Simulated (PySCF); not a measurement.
# Pr⁴⁹⁺ (praseodymium, charge +49): Hartree-Fock from Schrödinger to Dirac-Coulomb-Breit

Occupied: 1s1/2, 2s1/2, 2p1/2, 2p3/2. Hartree-Fock calculated with PySCF 2.14 in an uncontracted even-tempered set (19 s from 9.2 bohr⁻², ratio 2.3; 15 p from 11 bohr⁻², ratio 2.3), Gaussian nucleus throughout. NR is non-relativistic, sf-X2C the spin-free one-electron X2C Hamiltonian, X2C adds the bare one-electron spin-orbit term, X2C-SNSO screens it by Boettger's factors, DC is four-component Dirac-Coulomb, and the Gaunt and Breit terms are added at first order (total energies over the DC spinors, levels after relaxing the spinors in that mean field). QED terms are absent. Levels marked empty are virtual spinors of this ion.

| Hamiltonian | E (hartree) |
| --- | --- |
| NR | -6459.9347 |
| sf-X2C | -6735.6865 |
| X2C | -6739.4589 |
| X2C-SNSO | -6739.1961 |
| DC | -6741.5646 |
| DC+Gaunt | -6734.7783 |
| DC+Breit | -6735.3717 |

```tsv
level (eV)	NR	sf-X2C	X2C	X2C-SNSO	DC	DC+Gaunt	DC+Breit
1s1/2	-43637.7	-45782.5	-45777.7	-45778.0	-45819.7	-45707.4	-45714.7
2s1/2	-9635.1	-10237.4	-10236.2	-10236.3	-10241.6	-10230.0	-10230.7
2p1/2	-9334.6	-9542.2	-9907.5	-9893.8	-9896.8	-9876.2	-9878.4
2p3/2	-9334.6	-9542.2	-9383.8	-9389.0	-9392.8	-9378.5	-9380.7
3s1/2 (empty)	-3946.7	-4133.5	-4133.3	-4133.3	-4134.6	-4131.5	-4131.9
3p1/2 (empty)	-3846.0	-3928.6	-4023.4	-4019.8	-4020.6	-4015.3	-4016.1
3p3/2 (empty)	-3846.0	-3928.6	-3887.2	-3888.6	-3889.4	-3885.8	-3886.5
```

Q: How large are the two-electron picture-change error of X2C and the Breit correction in the total energy?

A: X2C-1e lies 2.1056 hartree above Dirac-Coulomb; Gaunt adds 6.7863 and the full Breit term 6.1929 hartree.

| interval (eV) | X2C | X2C-SNSO | DC | DC+Gaunt | DC+Breit |
| --- | --- | --- | --- | --- | --- |
| 2p3/2 − 2p1/2 | 523.7 | 504.8 | 504.0 | 497.7 | 497.7 |
| 3p3/2 − 3p1/2 | 136.1 | 131.3 | 131.2 | 129.5 | 129.5 |

Weight of the small component: 1s1/2 0.0479, 2s1/2 0.0108, 2p1/2 0.0108, 2p3/2 0.0101, 3s1/2 0.00420, 3p1/2 0.00415, 3p3/2 0.00400.

Koopmans' value for the highest occupied level at DC+Breit: 9380.7 eV, against an ionisation energy of 9378 ± 4 eV (theoretical estimate listed by NIST; NIST Atomic Spectra Database, ionization energies); the former lacks relaxation, correlation, QED and recoil.

The whole ladder took 190 s of wall time on 1 thread of Neoverse-N1 (shared host), launched as `OMP_NUM_THREADS=1 python relrun2.py TASK.json OUT` (a driver that calls PySCF for each Hamiltonian).

Dirac-Coulomb iterations, started from the X2C spinors:

```
with_ssss True, with_gaunt False, with_breit False
light speed = 137.03599967994
init E= -6712.24520206111
cycle= 1 E= -6741.5638417305  delta_E= -29.3  |g|= 1.63  |ddm|= 0.0777
cycle= 2 E= -6741.56455495929  delta_E= -0.000713  |g|= 0.0207  |ddm|= 0.00302
cycle= 3 E= -6741.56455572461  delta_E= -7.65e-07  |g|= 0.000685  |ddm|= 0.000137
cycle= 4 E= -6741.56455572549  delta_E= -8.73e-10  |g|= 3.21e-06  |ddm|= 3.92e-06
```
